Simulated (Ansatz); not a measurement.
Basis-set extrapolation for C₃H₄FNSi, SMILES `C=C[SiH](F)C#N` (PBE0-D4/def2-TZVP geometry, frozen core, Ansatz 0.2.0). Multiplicity 1, RHF reference.

```json
{"": "HF", "def2-TZVPP": "-558.934358", "def2-QZVPP": "-558.955328"}
{"": "MP2 correlation", "def2-TZVPP": "-1.013886", "def2-QZVPP": "-1.090033"}
{"": "CCSD(T) correlation", "def2-TZVPP": "-1.087965", "def2-QZVPP": "not run"}
```

Energies in hartree. Use E(X) = E(∞) + A·exp(−7.88·√X) for Hartree–Fock and E(X) = E(∞) + B·X^(−2.97) for correlation, with X = 3 and 4, and add CCSD(T) minus MP2 of the smaller set to the MP2 limit.

**Question.** What is the CCSD(T) energy at the basis-set limit?

**Answer.** HF limit: -558.955328 + (-0.020970) × 0.13774 = -558.95822. MP2 limit: -1.090033 + (-0.076147) × 0.74074 = -1.14644. Higher-order term: -1.087965 − (-1.013886) = -0.07408. Total: -560.17874 hartree, 410.7 kJ/mol below CCSD(T)/def2-TZVPP.
